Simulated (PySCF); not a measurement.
Precursor series Y OH-NH2. Gas-phase values, no solvent. One relaxed conformer stands for each flexible species; it need not be the lowest.

Quantity: redistribution energy (mixed species minus the weighted end members), in kJ/mol.

Case: 2 of 3 OH replaced by NH2: [Y(OH)(NH2)2]. The other species in the difference include [Y(OH)3] (neutral, multiplicity 1). Geometry of [Y(OH)(NH2)2] (neutral, multiplicity 1, Å):

```xyz
9

Y      0.1838    -0.0064     0.1114
O      0.1395    -1.7954     1.0776
H      0.0967    -2.6420     1.5387
N     -1.6147     1.1688    -0.1690
H     -1.6848     2.0781    -0.6450
H     -2.5732     0.9563     0.1352
N      2.0436     0.7683    -0.6829
H      2.1820     1.6517    -1.1912
H      2.9760     0.3378    -0.6419
```

Task: Give the redistribution energy (mixed species minus the weighted end members) at the level PBE-D3(BJ)/def2-TZVP // TPSS-D3(BJ)/def2-SVP (PySCF).

Result: -1.55 kJ/mol.
